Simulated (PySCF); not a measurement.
Löwdin shares of the frontier orbitals

Species: C4H9NSi.
Geometry (GFN2-xTB, Å), atoms numbered from 1 in this order:
```xyz
15
C4H9NSi angstrom
C      2.5660    1.3109   -0.6623
C      1.5380    0.7420   -0.4074
Si    -0.0438   -0.1750   -0.0245
C     -1.4279    0.6037   -1.0667
C     -0.3444   -0.0509    1.8471
N     -0.0039   -1.8593   -0.4180
H      3.4620    1.8185   -0.8815
H     -1.2092    0.5314   -2.1276
H     -2.3783    0.1103   -0.8908
H     -1.5501    1.6558   -0.8302
H     -1.2551   -0.5666    2.1340
H      0.4753   -0.4908    2.4067
H     -0.4349    0.9841    2.1608
H      0.0203   -2.1333   -1.3868
H      0.5815   -2.4730    0.1251
```

Method: TDDFT B3LYP/def2-SVPD, vertical, gas phase, core orbitals frozen in the response (PySCF).

Frontier orbitals with the atoms that hold most of them (Löwdin shares over 4%, at most four atoms; ? is withheld):

```json
{"orbital": "HOMO-3", "ε (eV)": "-8.77", "atoms": "C4 21%, C5 21%, Si3 18%, C2 11%"}
{"orbital": "HOMO-2", "ε (eV)": "-7.95", "atoms": "C2 37%, C1 34%, N6 8%, Si3 8%"}
{"orbital": "HOMO-1", "ε (eV)": "-7.66", "atoms": "?"}
{"orbital": "HOMO", "ε (eV)": "?", "atoms": "?"}
{"orbital": "LUMO", "ε (eV)": "0.02", "atoms": "C1 22%, C2 19%, Si3 18%, N6 10%"}
{"orbital": "LUMO+1", "ε (eV)": "0.23", "atoms": "C1 32%, C2 29%, Si3 11%, H7 7%"}
{"orbital": "LUMO+2", "ε (eV)": "0.32", "atoms": "Si3 18%, C1 15%, C2 13%, C4 9%"}
```

(1) Give the leading atoms of the HOMO.

(2) Which atoms hold the HOMO-1, and with what shares?

(3) What is the HOMO energy, and the HOMO–LUMO gap?

## Answers

(1) N6 (bonded to Si and 2 H) 60%; C2 (bonded to C and Si) 11%; C1 (bonded to C and H) 9%; H15 (bonded to N) 6%. By element: nitrogen 60%, carbon 20% or more, hydrogen 6% or more.

(2) C1 (bonded to C and H) 37%; C2 (bonded to C and Si) 36%; C4 (bonded to Si and 3 H) 7%; C5 (bonded to Si and 3 H) 7%.

(3) ε(HOMO) = -7.18 eV; the gap is 7.20 eV (0.2647 hartree).

Question: How does S1 compare with the orbital gap of 7.20 eV?

Answer: S1 is at 6.15 eV (f = 0.0001), 1.05 eV below the gap, made of HOMO-1→LUMO (39%), HOMO→LUMO+1 (30%), HOMO-2→LUMO+1 (15%). Its leading pair isn't HOMO and LUMO; the energies of that pair differ by 7.67 eV. 

Question: One configuration dominates each of S2 and S6. Which, and how do the shares of the two leading atoms of either orbital change from the occupied to the empty one?

Answer: 
- S2 (6.18 eV, f 0.043), HOMO→LUMO (82%): N6 60% → 10%, C2 11% → 19%, C1 9% → 22%
- S6 (6.83 eV, f 0.0028), HOMO-2→LUMO+1 (71%): C2 37% → 29%, C1 34% → 32%

Löwdin shares depend on the basis, the more so with diffuse functions.

Time: 27 s wall; peak memory 0.79 GiB. Hardware: Intel Xeon Platinum 8488C, one thread, shared host with 96 logical CPUs at a one-minute load of 59.

One conformer stands for the species.
